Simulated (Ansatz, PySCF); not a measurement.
Noncovalent pair: HCl (SMILES Cl) (first 2 atoms) with CH4 (SMILES C); geometry from B3LYP-D3(BJ)/def2-TZVP.
(charge 0, multiplicity 1):
```xyz
7

Cl    -0.41273    -0.34685    -0.48214
H     -0.29104    -0.24311     0.79110
C     -0.04372    -0.02852     3.28725
H     -0.97408     0.44722     2.97715
H      0.05743     0.06263     4.36753
H     -0.05917    -1.08530     3.02074
H      0.80317     0.46345     2.80903
```

Monomers are frozen at their geometry in the pair; levels with a basis set take the counterpoise correction.

Rows in 6-31G* carry no dispersion term and start afresh at each structure (6-31G* with six Cartesian d functions).

The values were computed with Ansatz (a quantum-chemistry and plane-wave program) with Gaussian orbitals; PySCF for 6-31G* rows, the dispersion terms. Values without a source in brackets are computed.

Problem. One of these levels gives -2.51 kcal/mol for the interaction energy. Name it.
A. SVWN5/def2-TZVPPD
B. revPBE-D4/def2-TZVPPD
C. B3LYP/def2-TZVPPD
D. HF/6-31G*

Solution. A, SVWN5/def2-TZVPPD. The others give 0.42 (HF/6-31G*), -1.08 (revPBE-D4/def2-TZVPPD), -0.18 (B3LYP/def2-TZVPPD)
